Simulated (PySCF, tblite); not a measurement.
Bond stretch in MgO, singlet.

- GFN2-xTB, 300 K electronic temperature (tblite)
- UCCSD(T) = CCSD(T) on UHF/6-31G, 2 core orbitals frozen run with PySCF

Energies relative to the lowest point of each curve near equilibrium, in eV; the last columns give the difference from UCCSD(T):

| R / Å | GFN2-xTB | UCCSD(T) | GFN2-xTB − UCCSD(T) |
|---|---|---|---|
| 1.38 | 1.748 | 3.818 | -2.070 |
| 1.49 | 0.434 | 1.692 | -1.258 |
| 1.55 | 0.135 | 0.988 | -0.853 |
| 1.63 | 0.000 | 0.313 | -0.313 |
| 1.67 | 0.007 | 0.733 | -0.726 |
| 1.73 | 0.081 | 0.400 | -0.319 |
| 1.81 | 0.257 | 0.134 | 0.124 |
| 1.83 | 0.311 | 0.092 | 0.219 |
| 1.93 | 0.617 | 0.000 | 0.617 |
| 2.00 | 0.855 | 0.022 | 0.834 |
| 2.17 | 1.470 | 0.251 | 1.219 |
| 2.31 | 1.983 | 0.536 | 1.448 |
| 2.57 | 2.893 | 1.075 | 1.818 |
| 2.89 | 3.873 | 1.158 | 2.716 |
| 3.10 | 4.411 | 2.536 | 1.876 |
| 3.49 | — | 3.302 | — |

GFN2-xTB is furthest from UCCSD(T) at 2.89 (2.716 eV, above); its mean absolute difference over the points is 1.094 eV.

A dash means that the run gave no value there, or that the column was ended at a point which the program doubted or which failed a test of continuity chosen for this set; such a test can also cut sound points.

The unrestricted solution behind UCCSD(T) changes between 2.57 and 2.89 Å, which can leave a kink. The unrestricted determinant behind UCCSD(T) is spin-contaminated at 1.38 to 6.96 Å (<S²> up to 2.0, against 0.00 for a pure singlet).
